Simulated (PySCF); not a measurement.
**Polarisability and C₆ of Al⁻ (aluminium, charge -1)**

[Ne] 3s2 3p2, high-spin 3P determinant. Calculation: PySCF 2.14, in aug-cc-pV(5+d)Z (8s7p6d4f3g2h, 136 functions); no relativity, point nucleus. Coupled (time-dependent) response in atomic units; α is the mean over directions.

| method | mean α (bohr³) | α xx, yy, zz | C₆ (like pair) | S(−4) |
| --- | --- | --- | --- | --- |
| UHF | 372.2 | 192.4, 462.1, 462.1 | 7225 | 119500 |

S(−4) is the Cauchy moment in α(ω) = α(0) + S(−4) ω² + …

α(iu) at UHF:

```tsv
u (hartree)	α(iu) (bohr³)
0	372.2
0.0500	230.2
0.100	129.8
0.200	56.43
0.300	31.25
0.500	13.57
0.750	6.672
1.00	3.996
1.50	1.958
2.00	1.202
3.00	0.6244
5.00	0.2830
```

A single London oscillator, α(iu) = α/(1 + u²/ω²), gives C₆ = (3/4) ω α². Matching the computed C₆ needs ω = 4 × 7225 / (3 × 372.2²) = 0.0695 hartree.

For an ion, C₆ is the dispersion term alone; charge-induced terms of lower order in 1/R come first.

The components differ because the open shell of this determinant is not spherical; for a pure term their mean is the scalar polarisability.
